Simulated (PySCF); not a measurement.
A small calculation by hand: oscillator strength and radiative lifetime

Be(OH)(SMe) (CH4BeOS), SMILES C[S][Be][OH].

The structure is a stationary point at PBE0-D3(BJ)/def2-SVP. The values are those of a single conformer.

PySCF with TDDFT-ωB97X/def2-SVPD puts the first singlet state with f over 0.02 at 6.10 eV (vertical), with the transition dipole (-0.387, -0.398, 0.015) in atomic units.

Task: Find the oscillator strength, the wavelength and the radiative lifetime that this transition would have in vacuum if emission retraced absorption.

Result: 
|μ|² = 0.3084 au, so |μ| = 1.41 D. ΔE = 6.10/27.211 = 0.2242 hartree. f = (2/3) ΔE |μ|² = 0.046 (the program prints 0.046).
λ = 1239.84/6.10 = 203 nm; ν = 49200 cm⁻¹.
Einstein's coefficient A = 0.6670 ν² f s⁻¹ (ν in cm⁻¹) = 7.4e7 s⁻¹, so τ = 1/A = 13 ns. This state is S2; the lower singlet has f = 0.000. The figure is the radiative limit of this one transition; relaxation, internal conversion, crossing to triplets and a medium change what is measured.
